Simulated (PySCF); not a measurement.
These compounds are isomers of formula C5H9NSi2.

A. `[SiH3]CC1=C(C#N)[SiH2]C1`
B. `[SiH3][SiH2]c1ccncc1`
C. SMILES c1([SiH2][SiH3])ccccn1

Spectrum 1. ¹³C{¹H} NMR (computed): δ 190.6 (C), 120.5 (C), 110.8 (C), 24.7 (CH2), 22.5 (CH2).

Spectrum 2. ¹³C{¹H} NMR (computed): δ 169.3 (C), 155.5 (CH), 140.2 (CH), 136.4 (CH), 127.4 (CH).

Spectrum 3. ¹³C{¹H} NMR (computed): δ 155.1 (CH), 147.2 (C), 135.1 (CH).

PySCF 2.14 calculation with GIAO PBE0/pcSseg-1 shieldings and GFN2-xTB geometry; isolated molecule, fast rotation and ring inversion assumed for equivalent nuclei, non-relativistic, a single conformation.

Referencing at the same level of theory: TMS for ¹³C (σ = 186.93 ppm). Shifts are as computed. Against solution values, carbons near 30 ppm lie about +3 ppm off and those near 130 ppm about +5 ppm. Of 1211 compounds with measured shifts, 218 miss one by over three times the rms of a fit or turn the order of signals round; such compounds aren't used in these exercises.

Q: Match each spectrum to its structure.

A: 1–A, 2–C, 3–B.

- Spectrum 1 (A): 5 ¹³C signals; δC 120.5 is a nitrile carbon; δC 110.8 is a fully substituted alkene carbon.
- Spectrum 2 (C): 5 ¹³C signals; δC 155.5 is an aromatic CH next to a ring nitrogen; δC 136.4 is an aromatic CH.
- Spectrum 3 (B): 3 ¹³C signals; δC 155.1 is an aromatic CH next to a ring nitrogen; δC 135.1 is an aromatic CH.
